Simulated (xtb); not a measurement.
Al(AsH2)2(H) (AlAs2H5), SMILES [AsH2][AlH][AsH2]. All values are semi-empirical tight-binding results from xtb (GFN2-xTB unless named), good for trends rather than for accurate numbers. The structure is a stationary point at GFN2-xTB. The structure was generated by enumeration; whether it is a known compound was not checked.

For metal compounds this method's bond lengths and energies can be far off.

Question: Estimate the properties. (An estimate is asked for; the answer gives what the named calculation found.)

Answer: 
| Item | Value |
|---|---|
| orbital gap | 3.18 eV |
| zero-point energy | 20.1 kcal/mol |
| G − E(el) at 298.15 K (modified RRHO) | -1.8 kcal/mol |
